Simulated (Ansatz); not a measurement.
CHGeNO, SMILES `N#[C][Ge][OH]` (lower singlet) (charge 0, multiplicity 1). This singlet lies 2.33 eV below the relaxed triplet at the level frozen-core CCSD(T)/cc-pVTZ // B3LYP-D3(BJ)/def2-TZVP (Ansatz, a program for electronic structure).

Cartesian coordinates (Å):
```xyz
5

N      2.1856    -0.2706    -0.4015
C      1.1786     0.2238    -0.1217
Ge    -0.5328     1.1840     0.3999
O     -1.6218    -0.1675    -0.0150
H     -1.2096    -0.9697    -0.3580
```
Charge 0, spin multiplicity 1.

Q: Give the natural occupations of the active orbitals, the CASSCF energy and the corrected energy for frozen-core fic-MRCISD+Q@CASSCF(6e,6o)/cc-pVTZ // B3LYP-D3(BJ)/def2-TZVP (Ansatz).

A: 
The natural occupations is 1.98, 1.94, 1.94, 0.06, 0.06, 0.02, the CASSCF energy comes out as -2243.3586 Ha and the corrected energy comes out as -2243.9995 Ha. The weight of the reference is 0.876.
